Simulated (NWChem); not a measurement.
Molecule: C2H2ClFSi; SMILES C#C[Si@H](F)Cl

```xyz
7

C      0.8220    -2.6410    -0.2319
C      0.3201    -1.5599     0.0100
Si    -0.4302     0.0448     0.4151
F     -1.7941     0.2085    -0.4328
Cl     0.8417     1.5511    -0.1352
H      1.2671    -3.5967    -0.4499
H     -0.7565     0.1653     1.8504
```
Atoms are numbered in this order, from 1.

Results from NWChem. Pople sets run with spherical d functions. STO-3G and 3-21G are far too small for this property and stand as cheap habits. Coordinates come from a PBE0/def2-SVP optimisation. GIAO values for the isolated, static molecule; σ is the absolute isotropic shielding, δ = σ(reference) − σ with the isolated reference molecule computed at the same levels (13C: tetramethylsilane, 19F: trichlorofluoromethane, 1H: tetramethylsilane, 29Si: tetramethylsilane).

```
level                δ C1 (ppm)  δ C2 (ppm)  δ Si3 (ppm)  δ F4 (ppm)  σ Cl5 (ppm)  δ H6 (ppm)  δ H7 (ppm)
-------------------  ----------  ----------  -----------  ----------  -----------  ----------  ----------
B3LYP/6-311G**            100.6        82.3        -25.4      -149.6        852.9        2.49        5.32
Hartree-Fock/STO-3G         ___         ___          ___         ___          ___         ___         ___
PBE/pcSseg-1              100.2        83.3        -25.5      -157.4        836.2        2.45        5.48
B3LYP/6-31G*               88.2        71.3        -11.1      -128.2        885.5        2.35        5.35
```

Task: What belongs in the gaps?

Result: 
- Hartree-Fock/STO-3G, δ C1 (ppm): 96.3
- Hartree-Fock/STO-3G, δ C2 (ppm): 64.2
- Hartree-Fock/STO-3G, δ Si3 (ppm): -18.4
- Hartree-Fock/STO-3G, δ F4 (ppm): -169.2
- Hartree-Fock/STO-3G, σ Cl5 (ppm): 1223.0
- Hartree-Fock/STO-3G, δ H6 (ppm): 3.29
- Hartree-Fock/STO-3G, δ H7 (ppm): 3.11
